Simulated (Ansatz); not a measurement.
`O[SiH2]B(F)F` + arsine → `O[SiH2][AsH2]` + `FBF` at 400 K and 1 bar (cleavage of the Si–B bond).

Isolated molecules relaxed with PBE0-D4/def2-TZVP in Ansatz; ΔE leaves out vibrations. CBS: MP2 limit from def2 TZ/QZ plus the TZ coupled-cluster correction, frozen cores. This one scheme is used for every species. For As outer-core shells are correlated without core-valence functions, which leaves a few kJ/mol of doubt a bond. Scalar relativity is left out up to krypton. One conformer a species, not always the lowest.

```
        species  CCSD(T)/CBS energy (Eh)  H − E (kJ/mol)  S (J/(mol·K))
 `O[SiH2]B(F)F`               -590.59047           138.1          376.5
       `[AsH3]`              -2236.79077            72.0          234.9
`O[SiH2][AsH2]`              -2602.30953           151.3          355.3
          `FBF`               -225.09427            62.5          257.9
```

H − E and S are ideal-gas, rigid-rotor, harmonic terms from PBE0-D4/def2-TZVP, for one conformer and one mirror image of each species. 1 Eh = 2625.50 kJ/mol, R = 8.31446 J/(mol·K).

Task: By hand: ΔE, ΔH, ΔS and ΔG.

Result: ΔE = (-2602.30953) + (-225.09427) − (-590.59047) − (-2236.79077) = -0.02256 Eh = -59.2 kJ/mol. Δ(H − E) = 151.3 + 62.5 − 138.1 − 72.0 = 3.7, so ΔH = -55.5 kJ/mol. ΔS = 355.3 + 257.9 − 376.5 − 234.9 = 1.8 J/(mol·K). ΔG = -55.5 − 400 × (1.8)/1000 = -56.2 kJ/mol.

Task: By hand: the equilibrium constant, and the temperature at which ΔG would vanish if ΔH and ΔS stayed fixed.

Result: log₁₀ K = −ΔG/(RT ln 10) = 7.3. ΔH and −TΔS have one sign here, so there is no such temperature. One of them is within its doubt of zero, so this could turn.

The number of gas molecules stays the same, so ΔS is small and ΔH decides. A doubt of 5 kJ/mol in ΔE shifts log₁₀ K by 0.7 here. Other conformers and mirror images would add mixing entropy, several J/(mol·K) or more a flexible species. Modes under 60 cm⁻¹, often nearly free rotors, make the harmonic entropy too high. These are equilibria of isolated gas molecules and say nothing of rates. Largest T1 diagnostic: 0.013 (customary marks: 0.02 for closed shells, 0.045 for open ones).
